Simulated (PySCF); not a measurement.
# Correlation energy of Cl²⁺ (chlorine, charge +2)

[Ne] 3s2 3p3, high-spin 4S determinant. All numbers are calculated (PySCF 2.14, scalar relativity by spin-free X2C-1e, in ANO-RCC-VTZP (5s4p2d1f, 34 functions)). Frozen: 1s2; 13 electrons correlated.

| level | correlation energy (mhartree) |
| --- | --- |
| CCSD | -134.33 |
| (T) | -3.59 |
| CCSD(T) | -137.92 |

Diagnostics: T1 = 0.0017, D1 = 0.0076, largest double amplitude 0.058.

Cost of the coupled-cluster step: about 0.6 core-seconds, for 13 correlated electrons.

Iterations:

```
CC2 = 0
CCSD nocc = (np.int64(8), np.int64(5)), nmo = (33, 33)
frozen orbitals [[0], [0]]
max_cycle = 100
direct = 0
conv_tol = 1e-08
conv_tol_normt = 1e-06
diis_space = 8
diis_start_cycle = 0
Init t2, MP2 energy = -0.114488315669807
Init E_corr(UCCSD) = -0.114488315676442
cycle = 1  E_corr(UCCSD) = -0.130044984221537  dE = -0.0155566685  norm(t1,t2) = 0.0362598
cycle = 2  E_corr(UCCSD) = -0.133193139505702  dE = -0.00314815528  norm(t1,t2) = 0.0100449
cycle = 3  E_corr(UCCSD) = -0.134346880639137  dE = -0.00115374113  norm(t1,t2) = 0.00347238
cycle = 4  E_corr(UCCSD) = -0.134327572686942  dE = 1.93079522e-05  norm(t1,t2) = 0.000423116
cycle = 5  E_corr(UCCSD) = -0.134325227119407  dE = 2.34556753e-06  norm(t1,t2) = 3.25286e-05
cycle = 6  E_corr(UCCSD) = -0.134325533602371  dE = -3.06482964e-07  norm(t1,t2) = 3.88724e-06
cycle = 7  E_corr(UCCSD) = -0.134325502470775  dE = 3.1131596e-08  norm(t1,t2) = 9.64394e-07
cycle = 8  E_corr(UCCSD) = -0.134325509750656  dE = -7.27988131e-09  norm(t1,t2) = 2.0183e-07
UCCSD converged
E(UCCSD) = -459.7691402663729  E_corr = -0.1343255097506564
UCCSD(T) correction = -0.00358921753472066
```
